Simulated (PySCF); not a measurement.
Isomers of C7H14Si2, one GFN2-xTB conformer each. Single-point energies are computed at PBE0/pcSseg-1 (PySCF, gas phase, no added dispersion term), electronic only.

Question: Rank them by PBE0/pcSseg-1 energy, lowest first (kcal/mol).
A. `[CH:1]#[C:2]/[CH:3]=[C:4](/[CH2:5][SiH3:6])[SiH:7]([CH3:8])[CH3:9]` with C3–C4–C5–Si6 -94°, C3–C4–Si7–C8 -62°
B. `[CH2:1]=[CH:2][CH2:3][C:4]1=[CH:5][Si@@H:6]([CH3:7])[SiH2:8][CH2:9]1` with C1–C2–C3–C4 -114°, C2–C3–C4–C5 -104°
C. `[CH2:1]=[CH:2][CH2:3][C:4]1=[CH:5][C@@H:6]([CH3:7])[SiH2:8][SiH2:9]1` with C1–C2–C3–C4 -117°, C2–C3–C4–C5 -104°
D. `[CH:1]1=[CH:2][C@H:3]([CH:4]2[CH2:5][CH2:6][CH2:7]2)[SiH2:8][SiH2:9]1` with C2–C3–C4–C5 68°, C1–C2–C3–C4 127°, C3–C4–C5–C6 130°, C4–C5–C6–C7 -11°, C5–C6–C7–C4 11°
E. `[CH3:1][C:2]#[C:3][C@@H:4]1[SiH2:5][CH2:6][Si@@H:7]1[CH2:8][CH3:9]` with C6–Si7–C8–C9 -171°, C3–C4–Si5–C6 -128°, C4–Si5–C6–Si7 7°, Si5–C6–Si7–C8 108°, C3–C4–Si7–C6 127°
F. `[CH2:1]=[CH:2][CH2:3][SiH2:4][C:5]#[C:6][SiH2:7][CH2:8][CH3:9]` with C1–C2–C3–Si4 -106°, C2–C3–Si4–C5 -58°, C6–Si7–C8–C9 -53°
G. `[CH3:1][CH2:2][SiH2:3][C:4]#[C:5][SiH2:6][CH:7]1[CH2:8][CH2:9]1` with C1–C2–Si3–C4 61°, C5–Si6–C7–C8 159°

Answer: B (0.0), C (12.0), D (13.0), E (15.1), F (25.0), G (27.4), A (31.2).

As drawn, the lowest has an Si–Si bond, which the highest lacks; the highest has a C≡C bond, which the lowest lacks. Neighbours under 2.5 kcal/mol apart (C=CCC1=C[C@@H](C)[SiH2][SiH2]1 and C1=C[C@H](C2CCC2)[SiH2][SiH2]1; C1=C[C@H](C2CCC2)[SiH2][SiH2]1 and CC#C[C@@H]1[SiH2]C[Si@@H]1CC; C=CC[SiH2]C#C[SiH2]CC and CC[SiH2]C#C[SiH2]C1CC1) can change places with a better method, another conformer or zero-point energy. GFN2-xTB itself gives, in the same order: 14.2, 10.4, 0.0, 26.9, 32.9, 28.5, 32.4. GFN2-xTB puts C1=C[C@H](C2CCC2)[SiH2][SiH2]1 lowest instead; measured from each level's own lowest isomer, the values differ by up to 14.2 kcal/mol (C=CCC1=C[Si@@H](C)[SiH2]C1: 14.2 against 0.0).

Question: Which frontier levels, dipoles and rotational constants go with these structures?

Answer: 
```json
{"SMILES": "C=CCC1=C[Si@@H](C)[SiH2]C1", "HOMO (eV, PBE0/pcSseg-1)": "-7.24", "LUMO (eV)": "-0.36", "dipole (D)": "0.66", "A, B, C (MHz)": "1929, 655.0, 568.4"}
{"SMILES": "C=CCC1=C[C@@H](C)[SiH2][SiH2]1", "HOMO (eV, PBE0/pcSseg-1)": "-7.21", "LUMO (eV)": "-0.38", "dipole (D)": "0.80", "A, B, C (MHz)": "1929, 725.3, 598.4"}
{"SMILES": "C1=C[C@H](C2CCC2)[SiH2][SiH2]1", "HOMO (eV, PBE0/pcSseg-1)": "-7.46", "LUMO (eV)": "-0.22", "dipole (D)": "0.93", "A, B, C (MHz)": "2666, 679.3, 570.3"}
{"SMILES": "CC#C[C@@H]1[SiH2]C[Si@@H]1CC", "HOMO (eV, PBE0/pcSseg-1)": "-6.42", "LUMO (eV)": "0.08", "dipole (D)": "0.73", "A, B, C (MHz)": "1311, 906.9, 594.3"}
{"SMILES": "C=CC[SiH2]C#C[SiH2]CC", "HOMO (eV, PBE0/pcSseg-1)": "-7.16", "LUMO (eV)": "-0.42", "dipole (D)": "0.62", "A, B, C (MHz)": "1554, 528.8, 415.3"}
{"SMILES": "CC[SiH2]C#C[SiH2]C1CC1", "HOMO (eV, PBE0/pcSseg-1)": "-7.76", "LUMO (eV)": "-0.35", "dipole (D)": "1.21", "A, B, C (MHz)": "2010, 435.1, 372.0"}
{"SMILES": "C#C/C=C(/C[SiH3])[SiH](C)C", "HOMO (eV, PBE0/pcSseg-1)": "-6.67", "LUMO (eV)": "-1.12", "dipole (D)": "0.33", "A, B, C (MHz)": "1427, 764.5, 636.9"}
```
